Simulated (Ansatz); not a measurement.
Breaking the O3–H4 bond in GaH3O2 (SMILES [OH][GaH][OH]) (multiplicity 1 held, fragments rigid). Energies count from the point at 0.963 Å.
Geometry at that point (charge 0, multiplicity 1):
```xyz
6

Ga    -0.24404    -0.17751    -0.15123
H     -1.35423    -1.01629    -0.82710
O      0.02041     1.53780    -0.57659
H      0.74228     1.94033    -0.08185
O      0.90232    -0.75597     1.10558
H      0.79534    -1.67581     1.36508
```

Signs of static correlation in cc-pVTZ, with CASSCF(4,3), from Ansatz (a first-principles code) runs.

```json
[
 {"R (Å)": "0.771", "T1 of restricted CCSD": "0.014", "⟨S²⟩ of UHF": "0.000", "largest double amplitude of restricted CCSD": "0.023", "weight of the CASSCF reference in MRCISD": "0.896", "CASSCF natural occupations": "2.00 1.99 0.01"},
 {"R (Å)": "0.867", "T1 of restricted CCSD": "0.014", "⟨S²⟩ of UHF": "0.000", "largest double amplitude of restricted CCSD": "0.023", "weight of the CASSCF reference in MRCISD": "0.896", "CASSCF natural occupations": "2.00 1.99 0.01"},
 {"R (Å)": "0.963", "T1 of restricted CCSD": "0.014", "⟨S²⟩ of UHF": "0.000", "largest double amplitude of restricted CCSD": "0.023", "weight of the CASSCF reference in MRCISD": "0.895", "CASSCF natural occupations": "2.00 1.98 0.02"},
 {"R (Å)": "1.060", "T1 of restricted CCSD": "0.015", "⟨S²⟩ of UHF": "0.000", "largest double amplitude of restricted CCSD": "0.023", "weight of the CASSCF reference in MRCISD": "0.894", "CASSCF natural occupations": "2.00 1.97 0.03"},
 {"R (Å)": "1.156", "T1 of restricted CCSD": "0.015", "⟨S²⟩ of UHF": "0.000", "largest double amplitude of restricted CCSD": "0.023", "weight of the CASSCF reference in MRCISD": "0.894", "CASSCF natural occupations": "2.00 1.96 0.04"},
 {"R (Å)": "1.300", "T1 of restricted CCSD": "0.016", "⟨S²⟩ of UHF": "0.000", "largest double amplitude of restricted CCSD": "0.022", "weight of the CASSCF reference in MRCISD": "0.893", "CASSCF natural occupations": "2.00 1.93 0.07"},
 {"R (Å)": "1.445", "T1 of restricted CCSD": "0.017", "⟨S²⟩ of UHF": "?", "largest double amplitude of restricted CCSD": "0.044", "weight of the CASSCF reference in MRCISD": "0.893", "CASSCF natural occupations": "2.00 1.88 0.12"},
 {"R (Å)": "1.686", "T1 of restricted CCSD": "0.020", "⟨S²⟩ of UHF": "0.728", "largest double amplitude of restricted CCSD": "?", "weight of the CASSCF reference in MRCISD": "0.894", "CASSCF natural occupations": "2.00 1.77 0.23"},
 {"R (Å)": "1.927", "T1 of restricted CCSD": "0.024", "⟨S²⟩ of UHF": "0.892", "largest double amplitude of restricted CCSD": "0.287", "weight of the CASSCF reference in MRCISD": "0.895", "CASSCF natural occupations": "2.00 1.62 0.39"},
 {"R (Å)": "2.216", "T1 of restricted CCSD": "0.029", "⟨S²⟩ of UHF": "0.965", "largest double amplitude of restricted CCSD": "0.428", "weight of the CASSCF reference in MRCISD": "0.896", "CASSCF natural occupations": "2.00 1.42 0.58"},
 {"R (Å)": "2.601", "T1 of restricted CCSD": "0.036", "⟨S²⟩ of UHF": "0.997", "largest double amplitude of restricted CCSD": "0.585", "weight of the CASSCF reference in MRCISD": "0.896", "CASSCF natural occupations": "2.00 1.24 0.76"},
 {"R (Å)": "3.082", "T1 of restricted CCSD": "0.041", "⟨S²⟩ of UHF": "1.006", "largest double amplitude of restricted CCSD": "0.716", "weight of the CASSCF reference in MRCISD": "0.897", "CASSCF natural occupations": "2.00 1.11 0.89"}
]
```

What belongs in the gaps?


- 1.445, ⟨S²⟩ of UHF: 0.292
- 1.686, largest double amplitude of restricted CCSD: 0.156

Doubts at one or more of the structures used: active orbitals that take no part (SC-NEVPT2 on CASSCF(4,3)/cc-pVTZ); a restricted determinant that unrestricted orbitals would lower (R-CCSD(T)/cc-pVTZ); other coupled-cluster roots lie near (R-CCSD(T)/cc-pVTZ); a spin-contaminated determinant (U-CCSD(T)/cc-pVTZ); T1 above 0.05 (U-CCSD(T)/cc-pVTZ); the program's own flag: other amplitudes (U-CCSD(T)/cc-pVTZ).
